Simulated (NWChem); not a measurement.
SrHOCl; SMILES [OH][Sr][Cl]

```xyz
4

Sr    -0.2416     0.4000     0.0000
Cl     0.2127    -2.2025     0.0003
O      0.5667     2.3782     0.0031
H      1.0293     3.2165    -0.0300
```
Atoms are numbered in this order, from 1.

Results from NWChem. Coordinates come from a PBE0/def2-SVP optimisation. def2 effective core potentials on Sr; no spin-orbit coupling. Vertical excitations in the gas phase; the lowest state need not have the same character in each row.

```tsv
level	lowest excitation, singlet (eV)	lowest triplet (eV)	orbital gap (eV)
PBE/def2-SVP, full TDDFT	3.46	3.39	3.44
B3LYP/def2-SVP, full TDDFT	…	…	…
Hartree-Fock/def2-SVP, TDHF	6.24	6.03	10.34
LRC-wPBEh/def2-SVP, full TDDFT	4.71	4.60	8.68
```

Task: Complete the blanks.

Result: 
- B3LYP/def2-SVP, full TDDFT, lowest excitation, singlet (eV): 4.02
- B3LYP/def2-SVP, full TDDFT, lowest triplet (eV): 3.96
- B3LYP/def2-SVP, full TDDFT, orbital gap (eV): 4.89
